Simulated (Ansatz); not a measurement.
Cost and result up the ladder for the cluster NiS₂ (3 atoms). The state is a singlet with charge 0. Geometry: PBE0-D4/def2-TZVP.

```xyz
3

Ni    0.153   -0.507   -0.613
S    -0.971    1.060   -0.584
S     0.818   -0.553    1.197
```

Ansatz on 4 threads of Arm Neoverse V1 on a shared host. Times are rough, and most runs start from the orbitals of an earlier one. r2SCAN0-D4/def2-TZVP serves as the yardstick here, not as an exact answer. Binding counts from free atoms at the same level (Ni triplet, S triplet; other spins of the atoms weren't run), without zero-point energy or a counterpoise term.

Correlated methods freeze 15 core orbitals; core or outer-core shells of Ni are correlated, in sets that lack core-valence functions. No other spin state of charge 0 was run. Another isomer (triplet) lies 1.86 eV lower at PBE0-D4/def2-TZVP; other spin states weren't run for this one.

Correlated methods converge slowly with the basis.

| level | functions | wall time | binding energy per atom (eV) | difference from r2SCAN0-D4/def2-TZVP (eV) | remarks |
| --- | --- | --- | --- | --- | --- |
| PBE0-D4/def2-TZVP | 119 | 0.95 s | 1.69 | 0.16 | – |
| PBE-D4/def2-TZVP (with forces) | 119 | 1 s | 2.39 | 0.86 | restricted, untested |
| r2SCAN-D4/def2-TZVP | 119 | 2.1 s | 2.17 | 0.64 | restricted, untested |
| r2SCAN0-D4/def2-TZVP | 119 | 2.6 s | 1.53 | 0.00 | – |
| B97M-V/def2-TZVP | 119 | 3.1 s | 2.01 | 0.48 | – |
| CCSD(T)/def2-TZVPP | 148 | 2.4 min | 2.26 | 0.73 | flagged by the program, large T1 (0.168) |
